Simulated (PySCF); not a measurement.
## CH10NSSi3: g tensor and hyperfine couplings

Compound: CH₁₀NSSi₃ (doublet state).
Cartesian coordinates in Å at the GFN2-xTB level; atoms count from 1:
```
atom  x, y, z in Å
C1     3.278   -0.348    0.158
S2     1.725   -0.697    1.052
Si3    0.392    0.282   -0.285
N4    -1.166    0.036    0.409
Si5   -1.333   -1.065    1.768
Si6   -2.496    0.928   -0.272
H7     3.415    0.725    0.078
H8     4.085   -0.786    0.734
H9     3.235   -0.798   -0.828
H10    0.747    1.698   -0.372
H11    0.507   -0.335   -1.608
H12   -1.388   -2.433    1.256
H13   -2.509   -0.654    2.532
H14   -3.710    0.172    0.015
H15   -2.534    2.262    0.327
H16   -2.255    1.023   -1.709
```

The hyperfine couplings belong to this conformer and change with its torsions.

Identity: `CS[SiH2]N([SiH2])[SiH3]` [radical].

The calculation used UKS B3LYP, pcH-1 on C H N S Si, non-relativistic, mean-field spin-orbit, GIAO in PySCF. The structure is a single GFN2-xTB conformer in the gas phase; no vibrational or solvent corrections. The geometry wasn't refined by DFT: couplings that depend on bond lengths, twists or pyramidal angles can differ widely from those at the functional's own minimum, by a factor of two or more for some ions and for spin on atoms past the first row. Stability of the SCF solution: not tested.

```
g1, g2, g3                      : 2.00150, 2.00194, 2.00413
g_iso                           : 2.00252
Form of g                       : rhombic: the two nearest values differ by 17 % of g3 − g1
⟨S²⟩                            : 0.7514 (exact 0.7500)
α and β electrons               : 41, 40
HOMO–LUMO gap, α and β orbitals : 4.87, 4.10 eV
```

Hyperfine couplings atom by atom, in MHz; T1 to T3 are the principal values of the dipolar part; ρ(0) is the spin density at the nucleus:

```csv
atom,isotope,a_iso,of which spin–orbit,T1,T2,T3,Mulliken spin population,ρ(0) (bohr⁻³)
C1,13C,16.6,0.0,-2.5,-2.4,4.9,0.03,0.0147
S2,33S,45.6,0.0,-2.4,-0.3,2.7,0.01,0.1327
Si3,29Si,-6.6,0.0,-2.5,0.8,1.6,-0.01,0.0074
N4,14N,8.0,0.0,-3.3,-3.1,6.4,0.03,0.0248
Si5,29Si,-578.4,1.1,-163.8,80.8,83.0,0.87,0.6521
Si6,29Si,-27.4,0.0,-4.1,1.7,2.4,0.01,0.0309
H7,1H,0.3,0.0,-1.5,0.0,1.6,0.00,0.0001
H8,1H,-1.7,0.0,-1.6,-0.6,2.1,0.00,-0.0004
H9,1H,0.2,0.0,-1.5,-0.1,1.6,0.00,0.0000
H10,1H,2.7,0.0,-1.2,-1.0,2.2,0.00,0.0006
H11,1H,-0.8,0.0,-1.2,-0.9,2.1,0.00,-0.0002
H12,1H,94.6,0.0,-8.8,1.0,7.8,0.04,0.0212
H13,1H,48.5,0.0,-9.0,0.2,8.7,0.01,0.0108
H14,1H,0.0,0.0,-2.0,-0.9,2.9,0.00,0.0000
H15,1H,-1.0,0.0,-1.2,-0.9,2.1,0.00,-0.0002
H16,1H,17.7,0.0,-1.1,-0.8,1.8,0.01,0.0040
```

The largest Mulliken spin population is on Si5 (+0.87). The angles at Si5 add up to 330.9°, so it is pyramidal.

Under fast tumbling the dipolar parts average out, and these isotropic splittings remain: 2 × 1H (H12/H13, I = 1/2, 3 lines) with 2.55 mT, 1 × 14N (N4, I = 1, 3 lines) with 0.29 mT, 3 × 1H (H14/H15/H16, I = 1/2, 4 lines) with 0.20 mT and 2 × 1H (H10/H11, I = 1/2, 3 lines) with 0.03 mT.

Nuclei that the bonding pattern makes equivalent are averaged, as if the motion that swaps them (rotation, inversion, ring flip) were fast. The three 1H nuclei of mean +5.6 MHz run from -1.0 to 17.7 MHz in the frozen geometry. The 1H value of +71.6 MHz is a mean of couplings from 48.5 to 94.6 MHz in this one geometry, not an average over conformers.

The 13C coupling of C1 (16.6 MHz) shows only in satellite lines or after enrichment, since that isotope makes up about 1.07 % of natural carbon.

The 33S coupling of S2 (45.6 MHz) shows only in satellite lines or after enrichment, since that isotope makes up about 0.76 % of natural sulfur.
